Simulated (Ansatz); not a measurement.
Relaxation of CH₅BCl₂Ge (10 atoms, charge 0, multiplicity 1), to a largest force component of 0.02 eV/Å in at most 50 steps.

All numbers below come from RKS PBE0/def2-SVP (Ansatz).

```xyz
10
Properties=species:S:1:pos:R:3
Cl -1.093 -2.881 -0.169
B 0.128 -1.507 -0.250
Cl 1.852 -1.900 0.154
C -0.186 -0.043 -0.771
Ge 0.015 1.248 0.629
H 0.369 0.225 -1.644
H -1.300 -0.036 -1.066
H -0.354 2.676 0.125
H -0.857 0.897 1.913
H 1.509 1.270 1.083
```

Question: Where does it end, and by what steps?

Answer: The forces met the threshold. The force dipped under the threshold on the way, but the program's further checks kept it going. After 10 steps the energy has fallen by 0.363 eV; Cl1 moved furthest, 0.60 Å.

| step | energy less start (eV) | largest force component (eV/Å) | accepted |
| --- | --- | --- | --- |
| 0 | 0.0000 | 3.005 | yes |
| 1 | -0.2060 | 1.315 | yes |
| 2 | -0.2704 | 1.046 | yes |
| 3 | -0.2888 | 0.558 | yes |
| 4 | -0.3574 | 0.059 | yes |
| 5 | -0.3610 | 0.072 | yes |
| 6 | -0.3627 | 0.041 | yes |
| 7 | -0.3630 | 0.049 | yes |
| 8 | -0.3631 | 0.038 | yes |
| 9 | -0.3633 | 0.008 | yes |
| 10 | -0.3634 | 0.013 | yes |

```xyz
10
Properties=species:S:1:pos:R:3
Cl -1.076 -2.555 0.335
B 0.176 -1.496 -0.300
Cl 1.835 -2.081 -0.261
C -0.159 -0.080 -0.816
Ge -0.036 1.220 0.674
H 0.553 0.269 -1.578
H -1.188 -0.006 -1.197
H -0.440 2.605 0.138
H -0.989 0.805 1.807
H 1.408 1.268 1.200
```

Run time: 64 s on 2 threads of Intel(R) Xeon(R) Platinum 8488C (Sapphire Rapids), on a shared host, peak memory 0.35 GiB.
